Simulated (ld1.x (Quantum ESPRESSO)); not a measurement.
Transferability test, TM potential for arsenic

arsenic (As), norm-conserving Troullier–Martins (Kleinman–Bylander form), made with ld1.x (Quantum ESPRESSO) 7.5 (PBE, fully relativistic). Core [Ar] 3d10, reference 4s2 4p3. Waves: 4s (bound): rc 1.50 bohr; 4p (bound): rc 1.45 bohr. Local part: all-electron potential smoothed inside 1.15 bohr (lloc = -1). Core correction: a·sin(br)/r model core inside 0.70 bohr.

Open shells are filled in proportion to 2j + 1 (rel_dist='average').

Energies are relative to the spin-unpolarised reference configuration 4s2 4p3; without spin polarisation the order of configurations can differ from experiment. The frozen-core shift is the all-electron ΔE with the core orbitals held at their reference shape minus the fully relaxed ΔE.

```
valence configuration  charge  ΔE all-electron (eV)  error AE − PS (meV)  frozen-core shift (meV)
              4s2 4p2      +1                 9.152                 -0.6                     +3.9
              4s2 4p0      +3                54.782                 -120                     +138
              4s0 4p5       0                19.046                  -15                      +31
            4s2 4p2.5    +0.5                 3.557                 +0.1                     +0.6
            4s2 4p3.3    -0.3                -1.235                  0.0                     +0.1
```

(1) What are ΔE and the potential's error for 4s2 4p1?

(2) What are ΔE and the potential's error for 4s1 4p4?

Levels in the configuration 4s1 4p4:

```json
{"level": "4s j=1/2", "all-electron (eV)": "-15.366", "pseudo (eV)": "-15.375"}
{"level": "4p j=1/2", "all-electron (eV)": "-6.034", "pseudo (eV)": "-6.033"}
{"level": "4p j=3/2", "all-electron (eV)": "-5.743", "pseudo (eV)": "-5.742"}
```

Note: ghost state, extra bound levels that the all-electron valence spectrum of the same l lacks: s at -49.5 eV. A true bound ghost makes a file unfit for plane-wave use.

Results:

(1) ΔE = 27.074 eV all-electron; the error (AE − PS) is -19 meV.

(2) ΔE = 9.412 eV all-electron; the error (AE − PS) is -5.0 meV.
